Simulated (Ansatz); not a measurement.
Sn₃Pt₂⁺, relaxed as a doublet with UKS B3LYP-D4/def2-SVP in Ansatz, starting from the GFN1-xTB geometry. Force threshold 0.02 eV/Å.

In the def2 sets Pt, Sn take a core potential; there is no spin–orbit coupling. The charge 1 doublet is spin-contaminated (final ⟨S²⟩ up to 1.62, 0.75 for a pure state). The relaxation made no stability test and no search for a lower SCF solution. No other spin state of charge 1 was run. Another isomer (doublet) lies 0.07 eV lower at PBE0-D4/def2-TZVP; other spin states weren't run for this one.

Start:

```xyz
5

Pt   -1.0680    1.1172   -1.2117
Pt   -0.5417    0.9182    1.1323
Sn    1.4844    0.5964   -0.8211
Sn    1.1790   -1.2374    1.3206
Sn   -1.0537   -1.3944   -0.4201
```

```csv
step,energy (eV),largest force component (eV/Å),SCF passes
1,-23994.8736,2.450,36
2,-23995.4038,0.987,46
3,-23995.7518,0.519,40
4,-23995.8205,0.252,39
5,-23995.8242,0.176,36
6,-23995.8301,0.087,35
7,-23995.8314,0.010,37
```

Force components are those of the run's own axes.

End:

Cartesian coordinates in Å:
```
Pt -0.919 0.869 -1.502
Pt -0.391 0.739 1.192
Sn 1.580 1.085 -0.754
Sn 1.259 -1.338 1.326
Sn -1.529 -1.354 -0.263
```

Bonds lost: Sn3–Sn5 (atoms count from 1).

No frequencies were taken in this run, so the end may be a saddle point.

Run time 64 s (4 threads of Arm Neoverse V1 on a shared host), peak host memory 0.7 GiB.
